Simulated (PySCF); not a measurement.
Stepwise substitution at one centre (Ga Cl-SH). Gas-phase values, no solvent. One relaxed conformer stands for each flexible species; it need not be the lowest. Strings in code marks are SMILES.

The numbers are results of r2SCAN-D4/def2-TZVP (PySCF 2.14.0), not measurements. All candidates: neutral, multiplicity 1. 

The LUMO is -2.62 eV. The HOMO–LUMO gap is 5.78 eV and the HOMO is -8.40 eV.

Task: Which member has these values?
A) `[SH][Ga]([Cl])[Cl]` (H–S–Ga–Cl torsion 180°)
B) `[Cl][Ga]([Cl])[Cl]`
C) `[SH][Ga]([SH])[Cl]` (H–S–Ga–Cl torsion 0°, Cl–Ga–S–H torsion -180°)
D) `[SH][Ga]([SH])[SH]`

Result: B, `[Cl][Ga]([Cl])[Cl]`. The others give `[SH][Ga]([Cl])[Cl]` (H–S–Ga–Cl torsion 180°): -2.24 eV, 5.19 eV, -7.43 eV; `[SH][Ga]([SH])[Cl]` (H–S–Ga–Cl torsion 0°, Cl–Ga–S–H torsion -180°): -1.89 eV, 5.11 eV, -6.99 eV; `[SH][Ga]([SH])[SH]`: -1.64 eV, 5.11 eV, -6.75 eV
